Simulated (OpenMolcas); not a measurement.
**C2H5AlN2: a line through the functionals**

C2H5AlN2 has 10 atoms, charge 0, and is taken as a singlet. As SMILES, `C#[C][Al]([NH2])[NH2]`. The coordinates come from a PBE0-D4/def2-TZVP relaxation.

The dipole moment y, in D, basis def2-SVP; a is the functional's share of exact exchange. Programs: OpenMolcas 26.06.

```
functional     program     a  y (D)
    revPBE  OpenMolcas     0   1.14
      TPSS  OpenMolcas     0   1.12
     B3LYP  OpenMolcas   0.2      ?
      PBE0  OpenMolcas  0.25   1.02
     BHLYP  OpenMolcas   0.5   0.94
```

**Question.** Fit y = c + s·a to the known rows and predict B3LYP.

**Answer.** 
1. Means of the 4 rows: a = 0.1875, y = 1.055.
2. Σ(Δa)² = 0.17188, Σ(Δa·Δy) = -0.06625, so the slope is -0.06625/0.17188 = -0.38544.
3. Intercept: 1.055 − (-0.38544) × 0.1875 = 1.127. The largest residual of the fit is 0.013.
4. B3LYP: 1.127 + (-0.38544) × 0.2 = 1.05 D.

The run gave 1.07 D, so the prediction is off by -0.02 D, more than the largest residual.
